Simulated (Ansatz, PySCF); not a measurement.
Reaction (SMILES): CCCCCSC → [CH2]SCCCCC + H atom (the C-H bond at the site shown breaks; other sites are not compared here)
Each molecule is optimised on its own at B3LYP-D3(BJ)/def2-TZVP (Ansatz, a first-principles code), one conformer each, not searched for the lowest. Frequencies are from Ansatz or PySCF.

Property: bond dissociation energy (enthalpy at 298 K, with B3LYP-D3(BJ) rigid-rotor harmonic-oscillator terms), in kcal/mol. Correlated levels leave the core frozen unless marked. Open shells are spin-unrestricted. Spin-orbit coupling is left out. Non-relativistic. CBS(X,Y): correlation extrapolated as X^-3; Hartree-Fock from the larger set. The bracket is a focal-point correction in the basis named.

```csv
level,program,bond dissociation energy (kcal/mol),minus last row
B3LYP-D3(BJ)/def2-TZVPD,Ansatz + dftd3,90.9,-3.4
PBE0/def2-QZVPP,Ansatz,89.1,-5.2
wB97M-V/def2-TZVPD,Ansatz,92.9,-1.4
B2GP-PLYP-D3(BJ)/def2-TZVPD,Ansatz + dftd3,91.1,-3.2
RPA@PBE/cc-pV(T+d)Z,Ansatz,91.6,-2.7
"RI-MP2/CBS(cc-pV(T+d)Z,cc-pV(Q+d)Z)+[CCSD(T)-MP2]/cc-pV(D+d)Z",Ansatz,94.8,0.5
"RI-MP2/CBS(cc-pV(T+d)Z,cc-pV(Q+d)Z)+[CCSD(T)-MP2]/cc-pV(T+d)Z",Ansatz,94.3,0.0
```
